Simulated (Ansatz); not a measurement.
Relaxation of CH4O2Si (8 atoms, charge 0, multiplicity 1), to a largest force component of 0.015 eV/Å in at most 40 steps.

The calculation used RKS B3LYP/6-31G* in Ansatz.

```xyz
8
Properties=species:S:1:pos:R:3:forces:R:3
O 1.503 -0.261 1.377 -0.98 1.73 -3.65
C 1.448 0.305 0.262 1.08 -1.13 2.02
O 0.388 0.410 -0.614 5.42 1.60 0.15
Si -1.007 -0.193 -0.275 -6.17 -2.01 0.86
H 2.339 0.782 -0.202 -0.41 -0.11 0.26
H -1.970 0.095 -1.428 0.70 -0.07 0.40
H -0.987 -1.673 -0.091 0.14 0.15 0.03
H -1.621 0.477 0.916 0.21 -0.16 -0.09
```

Q: Where does it end, and by what steps?

A: It converged. After 9 steps the energy has fallen by 0.607 eV; O1 moved furthest, 0.15 Å.

```
step  energy less start (eV)  largest force component (eV/Å)  accepted
   0                  0.0000                           6.173       yes
   1                 -0.4007                           3.060       yes
   2                 -0.5191                           1.615       yes
   3                 -0.5782                           0.349       yes
   4                 -0.6035                           0.298       yes
   5                 -0.6036                           0.473       yes
   6                 -0.6065                           0.074       yes
   7                 -0.6066                           0.033       yes
   8                 -0.6066                           0.070        no
   9                 -0.6066                           0.008       yes
```

```xyz
8
Properties=species:S:1:pos:R:3
O 1.377 -0.230 1.297
C 1.463 0.313 0.222
O 0.455 0.439 -0.655
Si -1.078 -0.218 -0.239
H 2.383 0.772 -0.170
H -1.905 0.109 -1.422
H -0.984 -1.684 -0.059
H -1.619 0.442 0.971
```

Whether the end is a true minimum wasn't checked by a vibrational analysis.

Time of the run: 68 s on 1 thread of Intel(R) Xeon(R) Processor @ 2.50GHz (Skylake/Cascade Lake) (shared host), peak memory 0.15 GiB.
